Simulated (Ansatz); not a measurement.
Reactions of CH$_{3}$BFI (`FCBI`).

Gas-phase electronic energies from Ansatz, PBE0-D4/def2-TZVP geometries. CBS: MP2 limit from def2 TZ/QZ plus the TZ coupled-cluster correction, frozen cores. This one scheme is used for every species. Functionals use def2-TZVPP. Elements past krypton have def2 core potentials. For I, Sn outer-core shells are correlated without core-valence functions, which leaves a few kJ/mol of doubt a bond. Each species was taken in one conformer, which may not be the lowest.

```tsv
reaction	ωB97X-V (kJ/mol)	PBE0-D4 (kJ/mol)	CCSD(T)/CBS(def2) (kJ/mol)
`FCBI` + `N[SiH2]F` → `FCN[SiH2]F` + `BI`	38	42	41
`FCBI` + H₂ → `BI` + fluoromethane	-16	-13	-17
`FCBI` + HCl → `FCBCl` + HI	-26	-22	-18
`FCBI` + CH₄ → `CBI` + fluoromethane	-3	-3	-5
`FCBI` + `[SnH4]` → `FC[BH][SnH3]` + HI	76	78	75
`FCBI` + H–F → `FBCF` + HI	-76	-64	-60
`FCBI` + `BBC` → `BBCBI` + fluoromethane	-21	-23	-27
```

Largest T1 diagnostic: 0.013, for `[SnH4]`.
